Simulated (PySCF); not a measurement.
## Ionisation energy of Cs(48+) by level of theory

Cs(48+) [He] 2s2 2p3 [2p1/2^2 2p3/2^1, M_J = 3/2] → Cs(49+) [He] 2s2 2p2 [2p1/2^2, M_J = 0], as a difference of total energies. Computed with PySCF 2.14 in an even-tempered Gaussian basis (17 s from 27 bohr⁻², ratio 2.4; 12 p from 36 bohr⁻², ratio 2.4; 5 d from 120 bohr⁻², ratio 2.6; 4 f from 180 bohr⁻², ratio 2.6), with the two-component X2C-1e Hamiltonian. Correlated levels: nothing frozen; the 26 highest virtual spinors dropped. "Screened" scales the spin-orbit matrix elements by Boettger's factors to mimic the two-electron term; Breit and QED terms are absent.

```json
{"method": "GHF (spin-free)", "ionisation energy (eV)": "8882.5"}
{"method": "GMP2 (spin-free)", "ionisation energy (eV)": "8882.3"}
{"method": "GHF (screened spin-orbit)", "ionisation energy (eV)": "8732.8"}
{"method": "GMP2 (screened spin-orbit)", "ionisation energy (eV)": "8732.4"}
```

For this ion Breit and QED terms and the two-electron picture change, all absent here, outweigh the correlation shift from GHF to GMP2.

The spin-free rows relax to the high-spin LS determinant and lack the spin-orbit shift.

The labels give the starting determinants; with spin-orbit coupling the two ends relaxed to ⟨J²⟩ = 3.75, ⟨L²⟩ = 2.47, ⟨S²⟩ = 1.52 and ⟨J²⟩ = 0.00, ⟨L²⟩ = 1.33, ⟨S²⟩ = 1.33.

For comparison: 8726 ± 4 eV (theoretical estimate listed by NIST; NIST Atomic Spectra Database, ionization energies).
